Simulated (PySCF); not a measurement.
C$_{3}$H$_{8}$FInO$_{2}$, singlet, at a GFN2-xTB geometry (such geometries of metal compounds can be far from the true shape) (all electrons, no relativity), with bond 12-9 at 2.4 times its length; SA2-CASSCF(2,3)/STO-3G in PySCF.

Here is a job for PySCF.
```python
from pyscf import gto, scf, mcscf
import numpy

mol = gto.Mole()
mol.atom = '''
    In    0.021461   -0.243267    0.135152
    F     1.557608    0.790660    0.917070
    O     0.444306   -2.207851   -0.143733
    C     1.607286   -2.739486    0.421612
    H     1.539571   -2.823139    1.512059
    H     1.705442   -3.743798   -0.004719
    H     2.504450   -2.167856    0.160522
    O    -1.710833    0.776725   -0.161507
    C    -1.618343    2.154749   -0.323263
    C    -0.818102    2.566293   -1.550249
    H    -2.663029    2.481632   -0.431934
    H    -0.631344    3.325860    1.825328
    H    -1.212990    2.073710   -2.437549
    H    -0.852301    3.644593   -1.686509
    H     0.223042    2.255950   -1.406625
'''
mol.basis = 'sto-3g'
mol.charge = 0
mol.spin = 0
mol.verbose = 4
mol.build()

mf = scf.RHF(mol)
mf.kernel()
mc = mcscf.CASSCF(mf, 3, 2)
mc.fix_spin_(ss=0.0)
mc = mc.state_average_([0.5, 0.5])
mc.kernel()
```

It wrote (shortened):

```
PySCF version 2.14.0

[INPUT] verbose = 4
[INPUT] num. atoms = 15
[INPUT] num. electrons = 100
[INPUT] charge = 0
[INPUT] spin (= nelec alpha-beta = 2S) = 0
[INPUT] symmetry False subgroup None
[INPUT] Mole.unit = angstrom
[INPUT] Symbol           X                Y                Z      unit          X                Y                Z       unit  Magmom
[INPUT]  1 In     0.021461000000  -0.243267000000   0.135152000000 AA    0.040555412359  -0.459708005145   0.255400265187 Bohr   0.0
[INPUT]  2 F      1.557608000000   0.790660000000   0.917070000000 AA    2.943452529432   1.494130857649   1.733011137055 Bohr   0.0
[INPUT]  3 O      0.444306000000  -2.207851000000  -0.143733000000 AA    0.839616655501  -4.172233713847  -0.271616005062 Bohr   0.0
[INPUT]  4 C      1.607286000000  -2.739486000000   0.421612000000 AA    3.037330343848  -5.176878262080   0.796731210830 Bohr   0.0
[INPUT]  5 H      1.539571000000  -2.823139000000   1.512059000000 AA    2.909367539323  -5.334959521578   2.857377394184 Bohr   0.0
[INPUT]  6 H      1.705442000000  -3.743798000000  -0.004719000000 AA    3.222818301330  -7.074752885694  -0.008917617582 Bohr   0.0
[INPUT]  7 H      2.504450000000  -2.167856000000   0.160522000000 AA    4.732724592667  -4.096654117495   0.303342616967 Bohr   0.0
[INPUT]  8 O     -1.710833000000   0.776725000000  -0.161507000000 AA   -3.233005814868   1.467797524103  -0.305203997200 Bohr   0.0
[INPUT]  9 C     -1.618343000000   2.154749000000  -0.323263000000 AA   -3.058225045607   4.071885477180  -0.610878536205 Bohr   0.0
[INPUT] 10 C     -0.818102000000   2.566293000000  -1.550249000000 AA   -1.545988721959   4.849590925388  -2.929546034881 Bohr   0.0
[INPUT] 11 H     -2.663029000000   2.481632000000  -0.431934000000 AA   -5.032395471774   4.689604821957  -0.816236963888 Bohr   0.0
[INPUT] 12 H     -0.631344000000   3.325860000000   1.825328000000 AA   -1.193067250387   6.284964528646   3.449370007500 Bohr   0.0
[INPUT] 13 H     -1.212990000000   2.073710000000  -2.437549000000 AA   -2.292218891836   3.918743961772  -4.606300025207 Bohr   0.0
[INPUT] 14 H     -0.852301000000   3.644593000000  -1.686509000000 AA   -1.610615465693   6.887282605507  -3.187040116614 Bohr   0.0
[INPUT] 15 H      0.223042000000   2.255950000000  -1.406625000000 AA    0.421488294275   4.263127650713  -2.658136009966 Bohr   0.0

nuclear repulsion = 733.383804326071
number of shells = 37
number of NR pGTOs = 195
number of NR cGTOs = 65
basis = sto-3g
ecp = {}

******** <class 'pyscf.scf.hf.RHF'> ********
method = RHF
initial guess = minao
damping factor = 0
level_shift factor = 0
DIIS = <class 'pyscf.scf.diis.CDIIS'>
diis_start_cycle = 1
diis_space = 8
diis_damp = 0
SCF conv_tol = 1e-09
SCF conv_tol_grad = None
SCF max_cycles = 50
direct_scf = True
direct_scf_tol = 1e-13
Set gradient conv threshold to 3.16228e-05
Initial guess from minao.
init E= -6029.85546485152
  HOMO = -0.389045881729221  LUMO = -0.317826497887829  gap/eV = 1.93798
cycle= 1 E= -6043.85337897944  delta_E=  -14  |g|= 1.11  |ddm|= 4.76
  HOMO = 0.149597771724221  LUMO = 0.19292514795086  gap/eV = 1.17900
cycle= 2 E= -6042.54514746098  delta_E= 1.31  |g|= 2.06  |ddm|=  5.4
  HOMO = -0.0915159095717903  LUMO = 0.10279350442801  gap/eV = 5.28743
cycle= 3 E= -6044.83149070949  delta_E= -2.29  |g|= 0.725  |ddm|= 3.65
  HOMO = -0.0374930829410199  LUMO = 0.0687558123423184  gap/eV = 2.89118
cycle= 4 E= -6045.11841586443  delta_E= -0.287  |g|= 0.206  |ddm|= 1.36
  HOMO = -0.0515639713886281  LUMO = 0.150940743826508  gap/eV = 5.51043
cycle= 5 E= -6045.15369684998  delta_E= -0.0353  |g|= 0.178  |ddm|= 0.973
  HOMO = -0.0969088802268123  LUMO = 0.146426377709279  gap/eV = 6.62149
cycle= 6 E= -6045.16763679931  delta_E= -0.0139  |g|= 0.0398  |ddm|= 0.367
  HOMO = -0.138346301487768  LUMO = 0.134652235685469  gap/eV = 7.42867
cycle= 7 E= -6045.16936808096  delta_E= -0.00173  |g|= 0.0119  |ddm|= 0.126
  HOMO = -0.138107610518554  LUMO = 0.132841586285149  gap/eV = 7.37290
cycle= 8 E= -6045.16955522638  delta_E= -0.000187  |g|= 0.00442  |ddm|= 0.046
  HOMO = -0.13915456407925  LUMO = 0.13301699369421  gap/eV = 7.40617
cycle= 9 E= -6045.16957854902  delta_E= -2.33e-05  |g|= 0.00199  |ddm|= 0.0175
  HOMO = -0.139655580172004  LUMO = 0.132745196576365  gap/eV = 7.41240
cycle= 10 E= -6045.16958252927  delta_E= -3.98e-06  |g|= 0.000663  |ddm|= 0.00784
  HOMO = -0.1396642597834  LUMO = 0.132782567465175  gap/eV = 7.41366
cycle= 11 E= -6045.16958288488  delta_E= -3.56e-07  |g|= 0.000103  |ddm|= 0.00231
  HOMO = -0.139618617192724  LUMO = 0.13281169128692  gap/eV = 7.41321
cycle= 12 E= -6045.16958289499  delta_E= -1.01e-08  |g|= 3.26e-05  |ddm|= 0.000299
  HOMO = -0.139616468884131  LUMO = 0.13281470017252  gap/eV = 7.41323
cycle= 13 E= -6045.16958289674  delta_E= -1.76e-09  |g|= 1.15e-05  |ddm|= 0.000163
  HOMO = -0.139617069408915  LUMO = 0.132813779679373  gap/eV = 7.41322
cycle= 14 E= -6045.16958289698  delta_E= -2.33e-10  |g|= 4.15e-06  |ddm|= 5.03e-05
  HOMO = -0.139616864499551  LUMO = 0.132813447056607  gap/eV = 7.41321
Extra cycle  E= -6045.16958289697  delta_E= 1.27e-11  |g|= 3.05e-06  |ddm|= 1.31e-05
converged SCF energy = -6045.16958289697

******** <class 'pyscf.mcscf.addons.StateAverageCASSCF'> ********
CAS (1e+1e, 3o), ncore = 49, nvir = 13
max_cycle_macro = 50
max_cycle_micro = 4
conv_tol = 1e-07
conv_tol_grad = None
orbital rotation max_stepsize = 0.02
orbital rotation threshold for CI restart = 0.01
augmented hessian ah_max_cycle = 30
augmented hessian ah_conv_tol = 1e-12
augmented hessian ah_linear dependence = 1e-14
augmented hessian ah_level shift = 1e-08
augmented hessian ah_start_tol = 2.5
augmented hessian ah_start_cycle = 3
augmented hessian ah_grad_trust_region = 3
kf_trust_region = 3
kf_interval = 4
ci_response_space = 4
ci_grad_trust_region = 3
with_dep4 0
natorb = False
canonicalization = True
sorting_mo_energy = False
ao2mo_level = 2
internal_rotation = False
******** <class 'pyscf.mcscf.addons.StateAverageSpinPenaltyFCISolver'> ********
max. cycles = 50
conv_tol = 1e-08
davidson only = True
linear dependence = 1e-12
level shift = 0.001
max iter space = 12
nroots = 2
pspace_size = 400
spin = None
State-average over 2 states with weights [0.5, 0.5]
CASCI E = -6045.19202996491  S^2 = 0.0000000
Set conv_tol_grad to 0.000316228
macro iter   1 ( 21 JK    4 micro), CASSCF E = -6045.20694228388  dE = -1.49123190e-02  S^2 = 0.0000000
               |grad[o]|= 0.14  |ddm|=0.0323  |maxRot[o]|=0.314
macro iter   2 ( 21 JK    4 micro), CASSCF E = -6045.21417148271  dE = -7.22919884e-03  S^2 = 0.0000000
               |grad[o]|=0.0803  |ddm|=0.0196  |maxRot[o]|=0.314
macro iter   3 ( 14 JK    4 micro), CASSCF E = -6045.21521796655  dE = -1.04648383e-03  S^2 = 0.0000000
               |grad[o]|=0.0285  |ddm|=0.0103  |maxRot[o]|=0.147
macro iter   4 (  4 JK    1 micro), CASSCF E = -6045.21521805232  dE = -8.57762643e-08  S^2 = 0.0000000
               |grad[o]|=0.000138  |ddm|=0.000115  |maxRot[o]|=0.0021
1-step CASSCF converged in   4 macro ( 60 JK  13 micro) steps
CASSCF canonicalization
Density matrix diagonal elements [0.98206818 0.51655996 0.50137186]
CASSCF energy = -6045.21521805232
CASCI E = -6045.21521805232  E(CI) = -0.747012925850868  S^2 = 0.0000000
CASCI state-averaged energy = -6045.21521805232
CASCI energy for each state
  State 0 weight 0.5  E = -6045.31135739613 S^2 = 0.0000000
  State 1 weight 0.5  E = -6045.11907870852 S^2 = 0.0000000
```
